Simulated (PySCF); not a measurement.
EPR parameters of C3H8NOSi

C3H8NOSi (doublet state).
Geometry (GFN2-xTB, Å), atoms numbered from 1 in this order:
```xyz
14
C3H8NOSi angstrom
C      2.3888    1.0233    0.0228
N      1.3296    0.3064    0.0589
C      1.0591   -0.8930    0.4823
Si    -0.6943   -1.3614    0.9653
O     -1.7028   -0.0957    0.9259
C     -1.9306    0.8337   -0.0902
H      3.2700    0.8208    0.6258
H      2.3812    1.9159   -0.5814
H      1.8480   -1.6468    0.4767
H     -0.8319   -1.7164    2.3727
H     -1.1253   -2.4399    0.0604
H     -2.3685    0.3510   -0.9677
H     -0.9971    1.3186   -0.3840
H     -2.6267    1.5830    0.2904
```

The hyperfine couplings belong to this conformer and change with its torsions.

The species is `CO[SiH2]/C=N/[CH2]` [radical].

Method used: PySCF, UKS B3LYP, pcH-1 on C H N O Si, non-relativistic, mean-field spin-orbit, GIAO. Geometry: GFN2-xTB, one conformer, isolated molecule. The geometry wasn't refined by DFT: couplings that depend on bond lengths, twists or pyramidal angles can differ widely from those at the functional's own minimum. The frame is twisted about the N2–C3 bond at this geometry (dihedral C1–N2–C3–H9 = -28°); couplings at other torsion angles weren't computed. No stability test was run, so a lower SCF solution isn't excluded.

```
g1, g2, g3                      : 2.00183, 2.00234, 2.00278
g_iso                           : 2.00232
Form of g                       : rhombic: the two nearest values differ by 46 % of g3 − g1
⟨S²⟩                            : 0.7641 (exact 0.7500)
α and β electrons               : 28, 27
HOMO–LUMO gap, α and β orbitals : 4.84, 4.28 eV
```

Hyperfine couplings atom by atom, in G; T1 to T3 are the principal values of the dipolar part; ρ(0) is the spin density at the nucleus (MHz turned into gauss with g_iso; 10 G = 1 mT):

```csv
atom,isotope,a_iso,of which spin–orbit,T1,T2,T3,Mulliken spin population,ρ(0) (bohr⁻³)
C1,13C,22.3,0.0,-13.6,-12.7,26.3,0.46,0.0555
N2,14N,5.5,0.0,-6.7,-0.7,7.3,-0.02,0.0479
C3,13C,24.2,0.0,-16.3,-15.7,32.0,0.57,0.0604
Si4,29Si,8.6,0.0,-0.7,-0.1,0.8,-0.02,-0.0271
O5,17O,0.2,0.0,-0.1,0.0,0.1,0.00,-0.0008
C6,13C,0.4,0.0,-0.2,-0.1,0.3,0.00,0.0009
H7,1H,-3.6,0.0,-5.5,-0.8,6.3,0.00,-0.0023
H8,1H,-7.5,0.0,-6.2,-1.4,7.6,-0.02,-0.0047
H9,1H,-5.0,0.0,-6.9,-0.7,7.5,0.00,-0.0031
H10,1H,7.1,0.0,-0.7,-0.5,1.2,0.01,0.0045
H11,1H,15.7,0.0,-0.9,-0.5,1.4,0.02,0.0098
H12,1H,0.0,0.0,-0.4,-0.3,0.7,0.00,0.0000
H13,1H,-0.1,0.0,-1.0,-0.5,1.5,0.00,-0.0001
H14,1H,0.0,0.0,-0.3,-0.2,0.5,0.00,0.0000
```

The largest Mulliken spin populations are on C3 (+0.57) and C1 (+0.46). The angles at C3 add up to 359.8°, so it is planar.

C1, the radical centre as drawn in `[CH2]/N=C/[SiH2]OC`, holds a spin population of +0.46 out of 1.

Under fast tumbling the dipolar parts average out, and these isotropic splittings remain: 2 × 1H (H10/H11, I = 1/2, 3 lines) with 1.14 mT, 1 × 1H (H8, I = 1/2, 2 lines) with 0.75 mT, 1 × 14N (N2, I = 1, 3 lines) with 0.55 mT, 1 × 1H (H9, I = 1/2, 2 lines) with 0.50 mT and 1 × 1H (H7, I = 1/2, 2 lines) with 0.36 mT.

Means are taken over nuclei equivalent by connectivity, which assumes that they swap fast. H7 and H8 aren't averaged: C1 is flat or nearly so (angle sum 360°), and its turn about the short C1–N2 bond (1.28 Å) is taken as slow. The 1H value of +32.0 MHz is a mean of couplings from 19.9 to 44.0 MHz in this one geometry, not an average over conformers.

The 29Si coupling of Si4 (24.1 MHz) shows only in satellite lines or after enrichment, since that isotope makes up about 4.7 % of natural silicon.

The 13C coupling of C3 (67.8 MHz) shows only in satellite lines or after enrichment, since that isotope makes up about 1.07 % of natural carbon.

β density exceeds α density at some nuclei, such as Si4 (-0.0271), H8 (-0.0047) and H9 (-0.0031), spin density in bohr⁻³. In a single determinant that takes different orbitals for the two spins, that is spin polarisation.
